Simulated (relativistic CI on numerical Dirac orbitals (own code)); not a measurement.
Method of calculation: Dirac-Coulomb-Breit CI, separate exchange-only KLI orbitals for each configuration, model QED, unscaled Slater integrals (own radial code, finite nucleus).

Configurations in the expansion (outside the closed core [Ne]): 3s²3p⁶3d⁹, 3s²3p⁵3d¹⁰, 3s3p⁶3d¹⁰, 3s²3p⁶3d⁸4s, 3s²3p⁶3d⁸4p, 3s²3p⁶3d⁸4d, 3s²3p⁶3d⁷4s², 3s²3p⁶3d⁸4f, 3s²3p⁶3d⁷4s4p, 3s²3p⁵3d⁹4s, 3s²3p⁶3d⁸5s, 3s²3p⁶3d⁷4p², 3s²3p⁶3d⁸5p, 3s²3p⁴3d¹⁰4s, 3s²3p⁶3d⁷4s4d, 3s²3p⁵3d⁹4p, 3s²3p⁶3d⁸5d, 3s²3p⁴3d¹⁰4p, 3s²3p⁶3d⁷4p4d, 3s²3p⁶3d⁸5f, 3s²3p⁶3d⁸5g, 3s²3p⁵3d⁸4s², 3s²3p⁶3d⁸6s, 3s²3p⁴3d¹⁰4d, 3s²3p⁶3d⁸6p, 3s²3p⁵3d⁹4d, 3s²3p⁶3d⁷4d², 3s3p⁵3d¹⁰4s, 3s3p⁶3d⁹4s, 3s²3p⁶3d⁸6d, 3s²3p⁵3d⁸4s4p, 3s3p⁵3d¹⁰4p, 3s²3p⁵3d⁸4p², 3s3p⁶3d⁹4p, 3s²3p⁵3d⁹4f, 3s²3p⁵3d⁸4s4d. Levels of other configurations are missing.

At this charge energies of transitions that change n are usually good to better than 1 %, and those within a shell (Δn = 0) to a few per cent.

Outline of the computed level scheme of Mo XVI. Lowest level of each configuration: 3s²3p⁶3d⁹ ²D5/2 at 0.000 eV; 3s²3p⁵3d¹⁰ ²P°3/2 at 166.337 eV; 3s²3p⁶3d⁸4s ⁴F9/2 at 227.793 eV; 3s²3p⁶3d⁸4p ⁴D°7/2 at 258.028 eV.

Some strong electric-dipole decays among the lowest 45 levels: 3s²3p⁵3d¹⁰ ²P°1/2 → 3s²3p⁶3d⁹ ²D3/2 (5.2e+11 s⁻¹); 3s²3p⁵3d¹⁰ ²P°3/2 → 3s²3p⁶3d⁹ ²D5/2 (3.8e+11 s⁻¹); 3s²3p⁶3d⁸4p ²D°3/2 → 3s²3p⁶3d⁹ ²D5/2 (2.4e+11 s⁻¹); 3s²3p⁶3d⁸4p ²F°7/2 → 3s²3p⁶3d⁹ ²D5/2 (2.1e+11 s⁻¹); 3s²3p⁶3d⁸4p ²F°5/2 → 3s²3p⁶3d⁹ ²D5/2 (1.7e+11 s⁻¹); 3s²3p⁶3d⁸4p ²D°5/2 → 3s²3p⁶3d⁹ ²D5/2 (1.5e+11 s⁻¹); 3s²3p⁶3d⁸4p ²D°3/2 → 3s²3p⁶3d⁹ ²D3/2 (1.5e+11 s⁻¹); 3s²3p⁶3d⁸4p ²D°5/2 → 3s²3p⁶3d⁹ ²D5/2 (1.1e+11 s⁻¹).

LS names give the leading component of a level, which can be under half, so a name can repeat, a term be missing and a line seem to break the LS rules.
